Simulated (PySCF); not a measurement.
PySCF job for In(Me)2(PH2) (C₂H₈InP), SMILES [CH3][In]([CH3])[PH2], TDA-PBE0/def2-SVPD. Geometry optimised at B3LYP-D3(BJ)/def2-SVP. The structure was generated by enumeration; whether it is a known compound was not checked. The def2 effective core potentials stand for the cores of In; spin–orbit coupling is left out. One conformer was computed; it need not be the lowest.

```python
import numpy as np
from pyscf import gto, scf, dft, tdscf

mol = gto.M(
    atom='''
    In   -0.21818878    0.04646503   -0.17446994
    C    -1.80178136   -1.45795325   -0.34079888
    H    -1.77906618   -1.89708296   -1.35108516
    H    -2.78623803   -0.98624702   -0.19624399
    H    -1.67043592   -2.26029764    0.39878380
    C    -0.25643136    1.95229162   -1.25500464
    H     0.59757250    1.99647319   -1.94907160
    H    -0.15634320    2.78420698   -0.54059245
    H    -1.18905809    2.07426216   -1.82478348
    P     1.69747941   -0.35765578    1.46362225
    H     2.69567810    0.13305066    0.56392921
    H     1.86622638   -1.72234521    1.06857819
    ''',
    basis='def2-SVPD',
    ecp={'In': 'def2-svp'},
    charge=0,
    spin=0,
    max_memory=1600,
    verbose=4,
)
mf = dft.RKS(mol, xc='pbe0').density_fit(auxbasis='def2-universal-jkfit')
mf.grids.level = 3
mf.conv_tol = 1e-9
mf.max_cycle = 100
mf.kernel()
mf.grids = dft.Grids(mol).set(level=1).build(with_non0tab=True)  # coarser grid for the response kernel
td = tdscf.TDA(mf)
td.singlet = True
td.nstates = 10
td.conv_tol = 1e-4
td.positive_eig_threshold = 1e-6
td.kernel(x0=td.get_init_guess(mf, 15))
td.analyze()
tt = tdscf.TDA(mf)
tt.singlet = False
tt.nstates = 4
tt.conv_tol = 1e-4
tt.positive_eig_threshold = 1e-6
tt.kernel(x0=tt.get_init_guess(mf, 9))
tt.analyze(verbose=3)
```

Program output:

```
PySCF version 2.14.0

[INPUT] verbose = 4
[INPUT] num. atoms = 12
[INPUT] num. electrons = 56
[INPUT] charge = 0
[INPUT] spin (= nelec alpha-beta = 2S) = 0
[INPUT] symmetry False subgroup None
[INPUT] Mole.unit = angstrom
[INPUT] Symbol           X                Y                Z      unit          X                Y                Z       unit  Magmom
[INPUT]  1 In    -0.218188780000   0.046465030000  -0.174469940000 AA   -0.412317037653   0.087806181070  -0.329700403569 Bohr   0.0
[INPUT]  2 C     -1.801781360000  -1.457953250000  -0.340798880000 AA   -3.404873306746  -2.755132344920  -0.644016546759 Bohr   0.0
[INPUT]  3 H     -1.779066180000  -1.897082960000  -1.351085160000 AA   -3.361947837676  -3.584967229979  -2.553180923364 Bohr   0.0
[INPUT]  4 H     -2.786238030000  -0.986247020000  -0.196243990000 AA   -5.265226794548  -1.863736758968  -0.370847394692 Bohr   0.0
[INPUT]  5 H     -1.670435920000  -2.260297640000   0.398783800000 AA   -3.156666397436  -4.271343499601   0.753592164913 Bohr   0.0
[INPUT]  6 C     -0.256431360000   1.952291620000  -1.255004640000 AA   -0.484585040150   3.689296477083  -2.371615054658 Bohr   0.0
[INPUT]  7 H      0.597572500000   1.996473190000  -1.949071600000 AA    1.129248364572   3.772787544137  -3.683211521168 Bohr   0.0
[INPUT]  8 H     -0.156343200000   2.784206980000  -0.540592450000 AA   -0.295445829438   5.261388666302  -1.021571675508 Bohr   0.0
[INPUT]  9 H     -1.189058090000   2.074262160000  -1.824783480000 AA   -2.246994136298   3.919787392949  -3.448341013831 Bohr   0.0
[INPUT] 10 P      1.697479410000  -0.357655780000   1.463622250000 AA    3.207771186988  -0.675871471068   2.765845202320 Bohr   0.0
[INPUT] 11 H      2.695678100000   0.133050660000   0.563929210000 AA    5.094093328988   0.251429308093   1.065671760542 Bohr   0.0
[INPUT] 12 H      1.866226380000  -1.722345210000   1.068578190000 AA    3.526656744638  -3.254760738856   2.019320121783 Bohr   0.0

nuclear repulsion = 236.758745097533
number of shells = 70
number of NR pGTOs = 249
number of NR cGTOs = 160
basis = def2-SVPD
ecp = {'In': 'def2-svp'}


******** <class 'pyscf.df.df_jk.DFRKS'> ********
method = DFRKS
initial guess = minao
damping factor = 0
level_shift factor = 0
DIIS = <class 'pyscf.scf.diis.CDIIS'>
diis_start_cycle = 1
diis_space = 8
diis_damp = 0
SCF conv_tol = 1e-09
SCF conv_tol_grad = None
SCF max_cycles = 100
direct_scf = False
XC library pyscf.dft.libxc version 7.1.2
    S. Lehtola, C. Steigemann, M. J. T. Oliveira, and M. A. L. Marques,  SoftwareX 7, 1–5 (2018)
XC functionals = pbe0
    C. Adamo and V. Barone,  J. Chem. Phys. 110, 6158 (1999)
    M. Ernzerhof and G. E. Scuseria,  J. Chem. Phys. 110, 5029 (1999)
radial grids:
    Treutler-Ahlrichs [JCP 102, 346 (1995); DOI:10.1063/1.469408] (M4) radial grids

becke partition: Becke, JCP 88, 2547 (1988); DOI:10.1063/1.454033
pruning grids: <function nwchem_prune>
grids dens level: 3
symmetrized grids: False
atomic radii adjust function: <function treutler_atomic_radii_adjust>
small_rho_cutoff = 0
Set gradient conv threshold to 3.16228e-05
Initial guess from minao.
tot grids = 147760
******** <class 'pyscf.df.df.DF'> ********
auxbasis = def2-universal-jkfit
init E= -590.320728254515
  HOMO = -0.595083589180511  LUMO = -0.521891025687694  gap/eV = 1.99167
cycle= 1 E= -610.365430549338  delta_E=  -20  |g|= 2.45  |ddm|= 14.6
  HOMO = 0.0412882293216733  LUMO = 0.0584228304676841  gap/eV = 0.46626
cycle= 2 E= -565.690299362624  delta_E= 44.7  |g|= 8.58  |ddm|= 80.5
  HOMO = -0.239761146450151  LUMO = -0.0994854111051875  gap/eV = 3.81710
cycle= 3 E= -611.968867449102  delta_E= -46.3  |g|= 0.711  |ddm|= 80.7
  HOMO = -0.251804956741814  LUMO = -0.0601285435028349  gap/eV = 5.21578
cycle= 4 E= -612.083780690187  delta_E= -0.115  |g|=  0.3  |ddm|= 2.11
  HOMO = -0.250252830201819  LUMO = -0.0426930726950021  gap/eV = 5.64799
cycle= 5 E= -612.109951566194  delta_E= -0.0262  |g|= 0.109  |ddm|= 0.598
  HOMO = -0.240696847818819  LUMO = -0.040319295817308  gap/eV = 5.45255
cycle= 6 E= -612.113353942025  delta_E= -0.0034  |g|= 0.0327  |ddm|= 0.204
  HOMO = -0.242990971862934  LUMO = -0.0432837660807102  gap/eV = 5.43431
cycle= 7 E= -612.113705771575  delta_E= -0.000352  |g|= 0.00491  |ddm|= 0.0522
  HOMO = -0.243569379030441  LUMO = -0.0436383749414753  gap/eV = 5.44040
cycle= 8 E= -612.113714149301  delta_E= -8.38e-06  |g|= 0.00149  |ddm|= 0.0111
  HOMO = -0.243353689535611  LUMO = -0.0436458845897169  gap/eV = 5.43433
cycle= 9 E= -612.113714961343  delta_E= -8.12e-07  |g|= 0.000405  |ddm|= 0.00394
  HOMO = -0.243408418313197  LUMO = -0.0436555021809991  gap/eV = 5.43555
cycle= 10 E= -612.113715021325  delta_E= -6e-08  |g|= 7.31e-05  |ddm|= 0.000983
  HOMO = -0.243398765213489  LUMO = -0.0436465754218165  gap/eV = 5.43553
cycle= 11 E= -612.113715023398  delta_E= -2.07e-09  |g|= 2.66e-05  |ddm|= 0.000206
  HOMO = -0.243399023901228  LUMO = -0.0436460794672708  gap/eV = 5.43555
cycle= 12 E= -612.113715023534  delta_E= -1.36e-10  |g|= 1.95e-05  |ddm|= 5.6e-05
  HOMO = -0.24339948879428  LUMO = -0.043647667222722  gap/eV = 5.43552
Extra cycle  E= -612.113715023428  delta_E= 1.06e-10  |g|= 2.79e-05  |ddm|= 6.1e-05
converged SCF energy = -612.113715023428
tot grids = 44640
Overwritten attributes  positive_eig_threshold  of <class 'pyscf.tdscf.rks.TDA'>


******** <class 'pyscf.tdscf.rks.TDA'> for <class 'pyscf.df.df_jk.DFRKS'> ********
nstates = 10 singlet
deg_eia_thresh = 1.000e-03
wfnsym = None
conv_tol = 0.0001
eigh lindep = 1e-12
eigh level_shift = 0
eigh max_cycle = 100


Excitation energies (eV)
[4.31550537 4.82974771 5.26472668 5.84678953 5.92492547 6.0490628
 6.47586703 6.59171771 6.80667246 6.90286807]

** Singlet excitation energies and oscillator strengths **
Excited State   1:      4.31551 eV    287.30 nm  f=0.0130
      28 -> 29       -0.68636
      28 -> 30       -0.11130
Excited State   2:      4.82975 eV    256.71 nm  f=0.0009
      27 -> 29       -0.70338
Excited State   3:      5.26473 eV    235.50 nm  f=0.1620
      26 -> 29       -0.14340
      28 -> 30       -0.67111
Excited State   4:      5.84679 eV    212.06 nm  f=0.0017
      27 -> 30        0.10553
      28 -> 31       -0.18639
      28 -> 32       -0.65788
      28 -> 34        0.10982
Excited State   5:      5.92493 eV    209.26 nm  f=0.0086
      26 -> 29        0.61135
      28 -> 31       -0.31379
      28 -> 32        0.11614
Excited State   6:      6.04906 eV    204.96 nm  f=0.1727
      27 -> 30        0.67889
      27 -> 31        0.12080
      28 -> 32        0.10024
Excited State   7:      6.47587 eV    191.46 nm  f=0.0451
      26 -> 29        0.18118
      28 -> 30       -0.10800
      28 -> 31        0.32658
      28 -> 33        0.55669
      28 -> 35       -0.10431
Excited State   8:      6.59172 eV    188.09 nm  f=0.0676
      26 -> 29        0.15697
      26 -> 30       -0.54338
      28 -> 31        0.27522
      28 -> 33       -0.26944
Excited State   9:      6.80667 eV    182.15 nm  f=0.0259
      27 -> 31        0.12268
      28 -> 34        0.67146
Excited State  10:      6.90287 eV    179.61 nm  f=0.1389
      26 -> 29        0.11096
      26 -> 30        0.34746
      27 -> 31        0.11522
      27 -> 32        0.42892
      28 -> 31        0.24489
      28 -> 33       -0.26129
      28 -> 35       -0.10955

** Transition electric dipole moments (AU) **
state          X           Y           Z        Dip. S.      Osc.
  1         0.1908     -0.0015      0.2942      0.1229      0.0130
  2        -0.0354     -0.0786      0.0195      0.0078      0.0009
  3        -0.7014      0.0829     -0.8699      1.2557      0.1620
  4        -0.0451     -0.0979      0.0083      0.0117      0.0017
  5         0.0472     -0.0669     -0.2287      0.0590      0.0086
  6        -0.4469     -0.9542      0.2349      1.1655      0.1727
  7        -0.4817      0.1424     -0.1794      0.2844      0.0451
  8        -0.1337     -0.1243     -0.6208      0.4187      0.0676
  9        -0.2093     -0.3265      0.0686      0.1551      0.0259
 10        -0.7556      0.2414     -0.4384      0.8214      0.1389

WARN: ECP detected. Skipping calculation of transition velocity and magnetic dipole moments, which have not yet been implemented.



******** <class 'pyscf.tdscf.rks.TDA'> for <class 'pyscf.df.df_jk.DFRKS'> ********
nstates = 4 triplet
deg_eia_thresh = 1.000e-03
wfnsym = None
conv_tol = 0.0001
eigh lindep = 1e-12
eigh level_shift = 0
eigh max_cycle = 100


Excitation energies (eV)
[3.81725636 4.54408555 4.55071108 5.13554515]

** Triplet excitation energies and oscillator strengths **
Excited State   1:      3.81726 eV    324.80 nm  f=0.0000
Excited State   2:      4.54409 eV    272.85 nm  f=0.0000
Excited State   3:      4.55071 eV    272.45 nm  f=0.0000
Excited State   4:      5.13555 eV    241.42 nm  f=0.0000
```

The run converged.
